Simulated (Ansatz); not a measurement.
Reaction (formal exchange of groups at the Si–C bond): `FC[SiH]([SiH3])S` + `FCF` → `[SiH3][SiH2]S` + `FCC(F)F`

Calculated with Ansatz (gas phase, PBE0-D4/def2-TZVP geometries, no zero-point term in ΔE). CBS: MP2 limit from def2 TZ/QZ plus the TZ coupled-cluster correction, frozen cores. This one scheme is used for every species. DFT in def2-TZVPP. B3LYP here is the variant with VWN-RPA as its local correlation; programs differ in this. One conformer a species, not always the lowest.

(1) Is it downhill or uphill in electronic energy at CCSD(T)/CBS, and by how much? (An estimate is asked.)

(2) What do these levels give: revPBE-D4, B3LYP-D4, r2SCANh, r2SCAN0, RPA@PBE/def2-TZVPP, MP2/def2-TZVPP? (Best estimate.)

(3) What do rigid-rotor, harmonic-oscillator terms from PBE0-D4/def2-TZVP frequencies (298.15 K, 1 bar) make of the CCSD(T)/CBS value? (Best estimate.)

Largest T1 diagnostic among the species: 0.012.

## Answers

(1) Ansatz gave: Nearly level: ΔE = -0.01 eV.

(2) Computed: revPBE-D4 0.06, B3LYP-D4 0.03, r2SCANh -0.05, r2SCAN0 -0.06, RPA@PBE/def2-TZVPP -0.04, MP2/def2-TZVPP 0.00 eV.

(3) The calculation gave: ΔZPE = -0.03 eV, ΔH = -0.07 eV, ΔS = -11 J/(mol·K), ΔG = -0.03 eV. Modes under 50 cm⁻¹ make the entropy rough.

Leaving LDA and LC-ωPBE aside and taking each functional with its dispersion term where it has one, the values, not all of them listed here, spread over 0.12 eV, from B97M-V to BLYP-D4. LDA lies −0.08 eV from PBE without D4. At CCSD(T), def2-SVP lies −0.16 eV from the extrapolated value and def2-TZVPP −0.02 eV. The D4 term adds +0.06 eV with B3LYP and +0.03 eV with PBE0; it sums over pairs of atoms, weighted by their polarisabilities, and B3LYP, whose exchange is more repulsive, gets the larger term.
